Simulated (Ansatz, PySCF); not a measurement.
Gas-phase reaction in SMILES: CCCCl [1-chloropropane] -> [CH2]CC + Cl atom (the C-Cl bond at the site shown breaks; other sites are not compared here)
Each molecule is optimised on its own at B3LYP-D3(BJ)/def2-TZVP (Ansatz, an electronic-structure program), one conformer each, not searched for the lowest.

Property: bond dissociation energy (enthalpy at 298 K, with B3LYP-D3(BJ) rigid-rotor harmonic-oscillator terms from PySCF), in eV. Correlated levels leave the core frozen unless marked. UHF or UKS for open shells. Spin-orbit coupling is left out. No relativistic terms. Basis-set limits of correlation are two-point, X^-3; Hartree-Fock from the larger set. The bracket is a focal-point correction in the basis named.

Level to compare with: RI-MP2/CBS(cc-pV(T+d)Z,cc-pV(Q+d)Z)+[CCSD(T)-MP2]/cc-pV(T+d)Z (Ansatz), 3.76 eV. It is a level with limits of its own, and the differences hold the functionals' basis error too.

Question: Rank these functionals by how close they come to RI-MP2/CBS(cc-pV(T+d)Z,cc-pV(Q+d)Z)+[CCSD(T)-MP2]/cc-pV(T+d)Z, closest first: wB97X-V/def2-TZVPD (Ansatz); TPSSh/def2-TZVPD (PySCF); BLYP/def2-TZVPD (Ansatz).

Answer: wB97X-V/def2-TZVPD (range-separated hybrid with VV10, 3.75 eV, difference -0.01), TPSSh/def2-TZVPD (hybrid meta-GGA, 3.51 eV, difference -0.25), BLYP/def2-TZVPD (GGA, 3.41 eV, difference -0.35)
